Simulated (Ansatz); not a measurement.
Reaction (formal exchange of groups at the Se–B bond): `ClB[SeH]` + `[OH][AlH][OH]` → `[OH][Al]([OH])[SeH]` + `BCl`

Isolated molecules relaxed with PBE0-D4/def2-TZVP in Ansatz; ΔE leaves out vibrations. CCSD(T)/CBS is the MP2 limit (def2-TZVPP, def2-QZVPP) plus CCSD(T) − MP2 in def2-TZVPP, frozen cores. This one scheme is used for every species. Functionals use def2-TZVPP. B3LYP here is the variant with VWN-RPA as its local correlation; programs differ in this. HSE06 is defined as in plane-wave codes. For Se outer-core shells are correlated without core-valence functions, which leaves a few kJ/mol of doubt a bond. Scalar relativity is left out up to krypton. One conformer a species, not always the lowest.

Problem. Is it downhill or uphill in electronic energy at CCSD(T)/CBS, and by how much? (Estimate.)

Solution. Ansatz gave: Downhill: ΔE = -8.6 kcal/mol.

Problem. What do these levels give: PBE0-D4, B3LYP-D4, ωB97X-V, ωB97M-V, B2PLYP, PBE-QIDH, revPBE, BLYP, HSE06, CAM-B3LYP, CCSD(T)/def2-SVP, CCSD/def2-TZVPP? (Best estimate.)

Solution. The calculation gave: PBE0-D4 -7.9, B3LYP-D4 -8.0, ωB97X-V -8.4, ωB97M-V -8.4, B2PLYP -8.2, PBE-QIDH -8.7, revPBE -6.6, BLYP -6.7, HSE06 -7.8, CAM-B3LYP -8.1, CCSD(T)/def2-SVP -6.6, CCSD/def2-TZVPP -9.1 kcal/mol.

Largest T1 diagnostic among the species: 0.012.

From PBE to PBE0 (25 % exact exchange), in def2-TZVPP and without D4, ΔE moves by −1.8 kcal/mol. At CCSD(T), def2-SVP lies +2.1 kcal/mol from the extrapolated value and def2-TZVPP +0.3 kcal/mol. In def2-TZVPP, CCSD(T) changes the Hartree–Fock value by +4.2 kcal/mol (the triples alone add +0.7 kcal/mol) and MP2 by +4.5 kcal/mol.
